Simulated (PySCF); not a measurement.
## Gas-phase XPS of `B[PH2+][BH2-]C`, computed

CH₉B₂P.
Numbering: `[BH2:1][PH2+:2][BH2-:3][CH3:4]`

Method: delta-SCF UKS SCAN, pcX-2 on the ionised atom, pcseg-1 elsewhere, spin-free X2C (PySCF). Binding energies are ΔSCF values: E(core-ionised, relaxed orbitals) − E(ground state) at a fixed geometry, referred to the vacuum level.

Give the core binding energies atom by atom.

```tsv
atom(s)	environment	level	binding energy (eV)	2p1/2 (eV)	count
P2	phosphorus bonded to 2 B and 2 H	P 2p3/2	137.54	138.43	1
P2	phosphorus bonded to 2 B and 2 H	P 1s	2151.10	–	1
B3	four-coordinate boron	B 1s	193.83	–	1
C4	sp3 carbon bound to boron	C 1s	289.36	–	1
```

What is the longest wavelength that can ionise C 1s of C4 vertically?

λ = hc/E = 12398.42 eV Å / 289.36 eV = 42.848 Å.

The list is incomplete; no value stands for B 1s of B1 (hole states with ⟨S²⟩ of 1 or more are left out). Spin–orbit coupling isn't in the SCF: each 2p doublet comes from a relaxed spin-free hole plus a matrix of the shell (mean-field spin–orbit coupling and the ground-state 2p splitting), with 2p3/2 averaged over its two sublevels. 2p1/2 minus 2p3/2 (ligand field included): P 0.89 eV. The structure is a single PBE0-D3(BJ)/def2-SVP conformer in the gas phase; no vibrational or solvent corrections.

Shape of the structure used: `[BH2:1][PH2+:2][BH2-:3][CH3:4]`: B1–P2–B3–C4 64°.
